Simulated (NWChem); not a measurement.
System: CH$_{5}$NTe; SMILES C[Te]N

Input file for NWChem:

```
start job
memory heap 200 mb stack 900 mb global 1100 mb
geometry units angstroms
  Te     0.333932     0.040808     0.000000
  C     -0.950895    -1.697507     0.000000
  H     -1.575325    -1.713976    -0.902888
  H     -1.575325    -1.713976     0.902888
  H     -0.294254    -2.580343     0.000000
  N     -1.049925     1.542602     0.000000
  H     -1.640870     1.502379     0.828117
  H     -1.640870     1.502379    -0.828117
end
basis spherical
  * library 3-21g
end
dft
  xc hfexch
  iterations 150
end
driver
  maxiter 120
end
task dft optimize
task dft freq
```

Output (shortened):

```
             Northwest Computational Chemistry Package (NWChem) 7.3.0
             --------------------------------------------------------

 CS  symmetry detected

                             Geometry "geometry" -> ""
                             -------------------------

 Output coordinates in angstroms (scale by  1.889725989 to convert to a.u.)

  No.       Tag          Charge          X              Y              Z
 ---- ---------------- ---------- -------------- -------------- --------------
    1 Te                  52.0000     0.36910028     0.03900393     0.00000000
    2 C                    6.0000    -0.94214903    -1.67946769     0.00000000
    3 H                    1.0000    -1.56675782    -1.68638953    -0.90288800
    4 H                    1.0000    -1.56675782    -1.68638953     0.90288800
    5 H                    1.0000    -0.29908006    -2.57223816     0.00000000
    6 N                    7.0000    -0.99163813     1.56177653     0.00000000
    7 H                    1.0000    -1.58312894     1.53059160     0.82811700
    8 H                    1.0000    -1.58312894     1.53059160    -0.82811700

 Effective nuclear repulsion energy (a.u.)     251.9774572939

      Symmetry information
      --------------------

 Group name             Cs
 Group number              2
 Group order               2
 No. of unique centers     6

                                Z-matrix (autoz)
                                --------

 Units are Angstrom for bonds and degrees for angles

      Type          Name      I     J     K     L     M      Value
      ----------- --------  ----- ----- ----- ----- ----- ----------
    1 Stretch                  1     2                       2.16160
    2 Stretch                  1     6                       2.04217
    3 Stretch                  2     3                       1.09790
    4 Stretch                  2     4                       1.09790
    5 Stretch                  2     5                       1.10026
    6 Stretch                  6     7                       1.01814
    7 Stretch                  6     8                       1.01814
    8 Bend                     1     2     3               110.49461
    9 Bend                     1     2     4               110.49461
   10 Bend                     1     2     5               106.88972
   11 Bend                     1     6     7               111.36211
   12 Bend                     1     6     8               111.36211
   13 Bend                     2     1     6               100.87146
   14 Bend                     3     2     4               110.64652
   15 Bend                     3     2     5               109.11074
   16 Bend                     4     2     5               109.11074
   17 Bend                     7     6     8               108.85136
   18 Torsion                  2     1     6     7          60.85199
   19 Torsion                  2     1     6     8         -60.85199
   20 Torsion                  3     2     1     6          61.39539
   21 Torsion                  4     2     1     6         -61.39539
   22 Torsion                  5     2     1     6         180.00000

  xc_inp: hfexch multiplicative factor not found.

                           NWChem Geometry Optimization
                           ----------------------------

 maximum gradient threshold         (gmax) =   0.000450
 rms gradient threshold             (grms) =   0.000300
 maximum cartesian step threshold   (xmax) =   0.001800
 rms cartesian step threshold       (xrms) =   0.001200
 fixed trust radius                (trust) =   0.300000
 source of zmatrix                         =   autoz

          -------------------
          Energy Minimization
          -------------------

 Using diagonal initial Hessian
 Scaling for Hessian diagonals: bonds = 1.00  angles = 0.25  torsions = 0.10

          --------
          Step   0

                                 NWChem DFT Module
                                 -----------------

[...]

      ----------------------
      Optimization converged
      ----------------------

  Step       Energy      Delta E   Gmax     Grms     Xrms     Xmax
  ---- ---------------- -------- -------- -------- -------- --------
@    7   -6677.39305069 -1.4D-07  0.00002  0.00001  0.00042  0.00074
                                     ok       ok       ok       ok

                                Z-matrix (autoz)
                                --------

 Units are Angstrom for bonds and degrees for angles

      Type          Name      I     J     K     L     M      Value     Gradient
      ----------- --------  ----- ----- ----- ----- ----- ---------- ----------
    1 Stretch                  1     2                       2.17715   -0.00002
    2 Stretch                  1     6                       1.98880   -0.00000
    3 Stretch                  2     3                       1.08002    0.00000
    4 Stretch                  2     4                       1.08002    0.00000
    5 Stretch                  2     5                       1.08328    0.00000
    6 Stretch                  6     7                       0.99725   -0.00000
    7 Stretch                  6     8                       0.99725   -0.00000
    8 Bend                     1     2     3               110.52443    0.00001
    9 Bend                     1     2     4               110.52443    0.00001
   10 Bend                     1     2     5               107.24878   -0.00001
   11 Bend                     1     6     7               122.04716   -0.00000
   12 Bend                     1     6     8               122.04716   -0.00000
   13 Bend                     2     1     6                99.12457    0.00001
   14 Bend                     3     2     4               109.91435   -0.00000
   15 Bend                     3     2     5               109.28724   -0.00000
   16 Bend                     4     2     5               109.28724   -0.00000
   17 Bend                     7     6     8               115.86924    0.00000
   18 Torsion                  2     1     6     7          88.85652   -0.00000
   19 Torsion                  2     1     6     8         -88.85652    0.00000
   20 Torsion                  3     2     1     6          60.95231    0.00000
   21 Torsion                  4     2     1     6         -60.95231   -0.00000
   22 Torsion                  5     2     1     6         180.00000   -0.00000

                         Geometry "geometry" -> "geometry"
                         ---------------------------------

 Output coordinates in angstroms (scale by  1.889725989 to convert to a.u.)

[...]

 Rotational Constants
 --------------------
 A=   0.319093 cm-1  (  0.459094 K)
 B=   0.192357 cm-1  (  0.276753 K)
 C=   0.125396 cm-1  (  0.180412 K)

 Temperature                      =   298.15K
 frequency scaling parameter      =   1.0000

 Zero-Point correction to Energy  =   41.761 kcal/mol  (  0.066551 au)
 Thermal correction to Energy     =   44.999 kcal/mol  (  0.071711 au)
 Thermal correction to Enthalpy   =   45.591 kcal/mol  (  0.072655 au)

 Total Entropy                    =   74.565 cal/mol-K
   - Translational                =   41.118 cal/mol-K (mol. weight = 160.9489)
   - Rotational                   =   24.842 cal/mol-K (symmetry #  =        1)
   - Vibrational                  =    8.605 cal/mol-K

 Cv (constant volume heat capacity) =   16.026 cal/mol-K
   - Translational                  =    2.979 cal/mol-K
   - Rotational                     =    2.979 cal/mol-K
   - Vibrational                    =   10.068 cal/mol-K

[normal modes left out]

 ----------------------------------------------------------------------------
 Normal Eigenvalue ||           Projected Infra Red Intensities
  Mode   [cm**-1]  || [atomic units] [(debye/angs)**2] [(KM/mol)] [arbitrary]
 ------ ---------- || -------------- ----------------- ---------- -----------
    1       -0.000 ||    0.000438           0.010         0.427       0.160
    2       -0.000 ||    0.000039           0.001         0.038       0.014
    3        0.000 ||    0.000185           0.004         0.181       0.068
    4        0.000 ||    0.000028           0.001         0.027       0.010
    5        0.000 ||    0.000383           0.009         0.373       0.140
    6        0.000 ||    0.000331           0.008         0.323       0.121
    7      102.777 ||    0.000079           0.002         0.077       0.029
    8      198.354 ||    0.004978           0.115         4.853       1.817
    9      364.208 ||    0.405229           9.349       395.037     147.890
   10      444.763 ||    0.002443           0.056         2.381       0.892
   11      570.721 ||    0.016400           0.378        15.988       5.985
   12      729.116 ||    0.042532           0.981        41.463      15.522
   13      942.174 ||    0.004858           0.112         4.736       1.773
   14      951.388 ||    0.035168           0.811        34.284      12.835
   15      974.422 ||    0.023914           0.552        23.313       8.728
   16     1451.544 ||    0.004968           0.115         4.843       1.813
   17     1630.206 ||    0.011755           0.271        11.459       4.290
   18     1644.499 ||    0.016085           0.371        15.680       5.870
   19     1755.819 ||    0.000142           0.003         0.138       0.052
   20     3214.435 ||    0.029966           0.691        29.213      10.936
   21     3297.998 ||    0.008985           0.207         8.759       3.279
   22     3318.688 ||    0.006382           0.147         6.221       2.329
   23     3751.187 ||    0.008495           0.196         8.281       3.100
   24     3884.229 ||    0.033835           0.781        32.984      12.348
 ----------------------------------------------------------------------------
```

Level: Hartree-Fock/3-21G, non-relativistic.
